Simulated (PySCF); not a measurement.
AlH4, SMILES [AlH4-], charge -1.

Coordinates come from a PBE0-D3(BJ)/def2-TZVPD optimisation. The isomer is the one that the SMILES or the coordinates give; other isomers of the formula were not compared.

Two levels are set side by side: PBE/def2-TZVPD (PySCF) and HF/def2-TZVPD (PySCF). Same geometry, gas phase. Differences are taken from unrounded values.

| quantity | PBE |
|---|---|
| orbital gap (eV) | 4.77 |
| highest occupied level (eV) | -1.13 |
| lowest empty level (eV) | 3.65 |
| mean polarisability (bohr³) | 60.8 |

Question: These are the PBE values. What does HF give? (The exact figures need the calculation; the answer reports its results.)

Answer: 
| quantity | HF | PBE minus HF |
|---|---|---|
| orbital gap (eV) | 10.36 | -5.59 |
| highest occupied level (eV) | -5.38 | 4.26 |
| lowest empty level (eV) | 4.98 | -1.33 |
| mean polarisability (bohr³) | 49.6 | 11.2 |

Without exact exchange PBE keeps part of each electron's self-repulsion, which lifts occupied levels and narrows the gap. Loosely held outer electrons make PBE densities more polarisable. Differences between two approximate levels are no errors against the true value.

Rough cost on one machine, each run with all the roots and properties that it gave: HF against PBE about 1/5.
